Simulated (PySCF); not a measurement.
Harmonic spectrum computed at PBE0 in the def2-TZVP basis family (core potentials from Rb on, PySCF, no spin–orbit coupling):

```json
{"ω (cm⁻¹)": "224", "IR (km/mol)": "45.8"}
{"ω (cm⁻¹)": "229", "IR (km/mol)": "43.8"}
{"ω (cm⁻¹)": "259", "IR (km/mol)": "18.0"}
{"ω (cm⁻¹)": "737", "IR (km/mol)": "42.6"}
{"ω (cm⁻¹)": "754", "IR (km/mol)": "113"}
{"ω (cm⁻¹)": "1022", "IR (km/mol)": "68.5"}
```

Problem. Which molecule gave it? In each, all ligands are bound to the one heavy central atom.
A. TeOF₂ (singlet)
B. GeOF₂ (singlet)
C. CuOF₂ (quartet)
D. SnOF₂ (singlet)
E. SiOF₂ (singlet)

Solution. B. It has C2v symmetry with Ge–F 1.702 Å (×2), Ge–O 1.618 Å.
